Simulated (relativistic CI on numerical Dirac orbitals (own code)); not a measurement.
## Radial parameters of Sn IX

Calculated at this level of theory: Dirac-Coulomb-Breit CI, separate exchange-only KLI orbitals for each configuration, model QED (radiative potential, 1s self-energy scaled to tabulated hydrogen-like ionisation energies), unscaled Slater integrals (own radial code, finite nucleus).

Slater integrals F^k, G^k are unscaled and averaged over j, outside the closed core [Ar] 3d10; ζ comes from projecting the Hamiltonian with its Breit term on Σ l·s of the shell.

- 4s²4p⁶4d⁶: F^2(4d,4d) = 105970, F^4(4d,4d) = 70950, ζ(4d) = 4036.2 cm⁻¹; <r>(4d) = 0.959, <r^2>(4d) = 1.058 (bohr units).
- 4s²4p⁵4d⁷: ζ(4p) = 43817, F^2(4d,4d) = 106180, F^4(4d,4d) = 71094, F^2(4p,4d) = 112330, G^1(4p,4d) = 142710, G^3(4p,4d) = 89083, ζ(4d) = 4055 cm⁻¹; <r>(4p) = 0.848, <r^2>(4p) = 0.8154, <r>(4d) = 0.9568, <r^2>(4d) = 1.053 (bohr units).
- 4s²4p⁶4d⁵4f: F^2(4d,4d) = 106470, F^4(4d,4d) = 71302, ζ(4d) = 4118.8, F^2(4d,4f) = 86918, F^4(4d,4f) = 55710, G^1(4d,4f) = 104350, G^3(4d,4f) = 64910, G^5(4d,4f) = 45755, ζ(4f) = 58.199 cm⁻¹; <r>(4d) = 0.9541, <r^2>(4d) = 1.048, <r>(4f) = 1.254, <r^2>(4f) = 1.86 (bohr units).

(1) Give the Racah parameters of the d shell in 4s²4p⁶4d⁶.

Averages of the first 10 configurations, taken without configuration mixing, which lowers the lowest level and can move excited configurations by several eV; other configurations of the list can lie among them:

```json
{"Configuration": "4s²4p⁶4d⁶", "Parity": "even", "States": "210", "Average energy above the lowest level (eV)": "6.4"}
{"Configuration": "4s²4p⁵4d⁷", "Parity": "odd", "States": "720", "Average energy above the lowest level (eV)": "81.2"}
{"Configuration": "4s²4p⁶4d⁵4f", "Parity": "odd", "States": "3528", "Average energy above the lowest level (eV)": "78.0"}
{"Configuration": "4s²4p⁶4d⁵5s", "Parity": "even", "States": "504", "Average energy above the lowest level (eV)": "53.8"}
{"Configuration": "4s²4p⁶4d⁵5p", "Parity": "odd", "States": "1512", "Average energy above the lowest level (eV)": "68.4"}
{"Configuration": "4s²4p⁴4d⁸", "Parity": "even", "States": "675", "Average energy above the lowest level (eV)": "157.7"}
{"Configuration": "4s²4p⁶4d⁴5s²", "Parity": "even", "States": "210", "Average energy above the lowest level (eV)": "105.6"}
{"Configuration": "4s4p⁶4d⁷", "Parity": "even", "States": "240", "Average energy above the lowest level (eV)": "132.5"}
{"Configuration": "4s²4p⁶4d⁴5s5p", "Parity": "odd", "States": "2520", "Average energy above the lowest level (eV)": "119.0"}
{"Configuration": "4s²4p⁶4d⁵5d", "Parity": "even", "States": "2520", "Average energy above the lowest level (eV)": "90.0"}
```

Results:

(1) B = F²/49 − 5F⁴/441 = 1358 cm⁻¹ and C = 35F⁴/441 = 5631 cm⁻¹.
